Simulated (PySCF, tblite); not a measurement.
Isomers of C5H8S2Si, one GFN2-xTB conformer each. Single-point energies are computed at PBE0/pcSseg-1 (PySCF, gas phase, no added dispersion term), electronic only.

Question: Rank them by PBE0/pcSseg-1 energy, lowest first (kcal/mol).
A. `[SiH3:1][S:2][CH2:3][c:4]1[cH:5][cH:6][cH:7][s:8]1` with Si1–S2–C3–C4 -58°, S2–C3–C4–C5 -71°
B. `[CH:1]#[C:2][CH2:3][S:4][SiH2:5][S:6][CH:7]=[CH2:8]` with C2–C3–S4–Si5 -58°, C3–S4–Si5–S6 -43°, S4–Si5–S6–C7 -179°, Si5–S6–C7–C8 3°

Answer: A (0.0), B (40.9).

As drawn, the lower has an aromatic ring, which the higher lacks; the higher has a C≡C bond and a C=C bond outside aromatic rings, which the lower lacks. GFN2-xTB itself gives, in the same order: 0.0, 44.7. Both levels put the same isomer lowest.

Which frontier levels, dipoles and rotational constants go with these structures?

```json
{"SMILES": "[SiH3]SCc1cccs1", "HOMO (eV, PBE0/pcSseg-1)": "-6.58", "LUMO (eV)": "-0.76", "dipole (D)": "1.53", "A, B, C (MHz)": "2175, 818.5, 727.7"}
{"SMILES": "C#CCS[SiH2]SC=C", "HOMO (eV, PBE0/pcSseg-1)": "-6.74", "LUMO (eV)": "-0.41", "dipole (D)": "1.41", "A, B, C (MHz)": "1914, 738.6, 646.2"}
```

What happens when harmonic zero-point energies from GFN2-xTB frequencies are added?

```tsv
SMILES	ZPE (kcal/mol)	electronic (kcal/mol)	with ZPE (kcal/mol)
[SiH3]SCc1cccs1	68.3	0.0	0.0
C#CCS[SiH2]SC=C	67.4	40.9	39.9
```

The zero-point energies span 0.9 kcal/mol. The order is unchanged.
